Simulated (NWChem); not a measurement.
# C2H4BNO2; SMILES C(B(O)O)C#N

```xyz
10

N      0.3670    -2.5754     0.0000
C     -0.2879    -1.6151     0.0000
C     -0.9950    -0.3407     0.0000
B      0.0236     0.9003     0.0000
O      1.3782     0.7583     0.0000
O     -0.5317     2.1425     0.0000
H     -1.6506    -0.2771    -0.8778
H     -1.6506    -0.2771     0.8778
H      1.6682    -0.1679     0.0000
H      0.1531     2.8297     0.0000
```
Atoms are numbered in this order, from 1.

Program: NWChem. STO-3G and 3-21G are far too small for this property and stand as cheap habits. Structure relaxed at the B3LYP/6-31G* (spherical d) level. GIAO values for the isolated, static molecule; σ is the absolute isotropic shielding, δ = σ(reference) − σ with the isolated reference molecule computed at the same levels (11B: boron trifluoride, 13C: tetramethylsilane, 1H: tetramethylsilane, 15N: ammonia).

| level | δ N1 (ppm) | δ C2 (ppm) | δ C3 (ppm) | δ B4 (ppm) | δ H7 (ppm) | δ H9 (ppm) | δ H10 (ppm) | relative time |
|---|---|---|---|---|---|---|---|---|
| PBE0/pcSseg-1 | 305.5 | 126.3 | 5.2 | 16.7 | 1.77 | 5.63 | 4.42 | 20 |
| Hartree-Fock/STO-3G | 247.4 | 110.1 | 14.3 | 19.5 | 1.82 | 3.88 | 3.27 | 1 |
| PBE/pcSseg-1 | 301.0 | 121.7 | 5.3 | 15.8 | 1.78 | 5.66 | 4.38 | 10 |

Times are rough ratios from one shared machine.
